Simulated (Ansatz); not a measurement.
Ansatz (a program for electronic structure) input:

Ansatz 0.2 input:
```yaml
crystal:
  periodic: [false, false, false]
  atoms:
    - {symbol: Si, position_ang: [-0.02164825, -0.00523638, 0.05757037]}
    - {symbol: C, position_ang: [1.56108989, -0.87300575, -0.43895432]}
    - {symbol: C, position_ang: [-1.19908335, 0.25648086, -1.37413183]}
    - {symbol: N, position_ang: [-0.84642642, -1.14231206, 1.11856558]}
    - {symbol: N, position_ang: [0.40551293, 1.54908647, 0.67408215]}
    - {symbol: H, position_ang: [2.23857305, -0.98149458, 0.41095356]}
    - {symbol: H, position_ang: [2.07680459, -0.30050842, -1.21247200]}
    - {symbol: H, position_ang: [1.34908643, -1.87150409, -0.82299178]}
    - {symbol: H, position_ang: [-2.09670675, 0.79253916, -1.05788763]}
    - {symbol: H, position_ang: [-1.51477133, -0.69958888, -1.79329876]}
    - {symbol: H, position_ang: [-0.71357731, 0.84133983, -2.15788454]}
    - {symbol: H, position_ang: [-1.03180376, -0.81000233, 2.06706249]}
    - {symbol: H, position_ang: [-0.27944324, 2.27763336, 0.79645004]}
    - {symbol: H, position_ang: [1.18926899, 1.67662370, 1.29406614]}
basis:
  gaussian:
    orbitals: 6-31G
magnetization: {spin_polarized: true, initial_magnetization: 1}
correlation: {method: ccsd_t, electrons: outside_noble_gas}
```

Problem. Which total energy does the run end on?

Solution. -479.17903 Eh (CCSD(T)/6-31G). The basis has 67 functions.

It need not be the lowest isomer of its formula.
